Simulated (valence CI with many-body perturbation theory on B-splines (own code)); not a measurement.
Values are calculated unless marked as measured or tabulated.
# La²⁵⁺: what the settings do

Method: relativistic CI+MBPT: four valence electrons over a frozen Dirac-Fock core [Ar] 3d10, radial functions for each j: 6 s, 6 p, 5 d, 3 f, 1 g, with the one-electron correlation potential Σ1 (screened to all orders), the two-electron term Σ2, the three-electron term Σ3, Breit, model QED; selected single and double excitations, second order for the rest, scaled by the run's own slope (own B-spline code, finite nucleus).

No measured spectrum was set against this ion. As an estimate, levels hold to about 250 cm⁻¹ or 0.2 % of their energy and the worst to 1 %, as in measured heavy ions of charge 2 to 7; those with d or f electrons hold less well.

The reference run has the lowest level (4s^2 4p1/2^2) J=0 and an ionisation energy of 866.954 eV. Its largest variational space holds 9996 state functions.

Levels are named by their leading jj configuration (3d3/2^4 stands for four electrons in 3d with j = 3/2), which in mixed levels can hold well under half, so a name can repeat and another be missing. Letters in brackets count levels of one name in rising energy.

Changed runs:
A. Davidson tolerance 2e-05 → 0.001
B. size limit of the variational space 10000 → 3000; second order for the rest on → off
C. correlating orbitals by l 3 3 3 2 1 → 2 6 3 2 0
D. Davidson tolerance 2e-05 → 0.03 (bad on purpose)

Excitation energies of the reference run in cm⁻¹, and shifts in cm⁻¹:

| Level | Reference | A | B | C | D |
| --- | --- | --- | --- | --- | --- |
| (4s^2 4p1/2 4p3/2) J=1 | 160241 | 0 | +89 | -122 | 0 |
| (4s^2 4p1/2 4p3/2) J=2 | 182502 | 0 | +76 | +84 | +0.1 |
| (4s^2 4p3/2^2) J=2 | 359634 | 0 | +77 | +25 | +0.1 |
| (4s^2 4p3/2^2) J=0 | 411130 | 0 | +1.7 | +246 | 0 |
| (4s 4p1/2^2 4p3/2) J=2 | 606610 | 0 | +164 | -298 | -0.7 |
| (4s 4p1/2^2 4p3/2) J=1 | 685766 | 0 | +169 | +88 | -0.4 |
| (4s 4p1/2 4p3/2^2) J=2 [a] | 760165 | 0 | +173 | -248 | -0.8 |
| (4s 4p1/2 4p3/2^2) J=3 | 800833 | 0 | +293 | -64 | -1.0 |
| (4s 4p1/2 4p3/2^2) J=0 | 846560 | 0 | +2.7 | +119 | -0.4 |
| (4s 4p1/2 4p3/2^2) J=2 [b] | 864864 | 0 | +315 | +17 | -1.4 |
| (4s 4p1/2 4p3/2^2) J=1 [a] | 865838 | 0 | +170 | +87 | -0.4 |
| (4s 4p1/2 4p3/2^2) J=1 [b] | 911049 | 0 | +237 | +307 | -0.7 |
| Ionisation energy (eV) | 866.954 | 0 | -0.00027 | -0.054 | +0.0002 |

No effect on these energies: A.
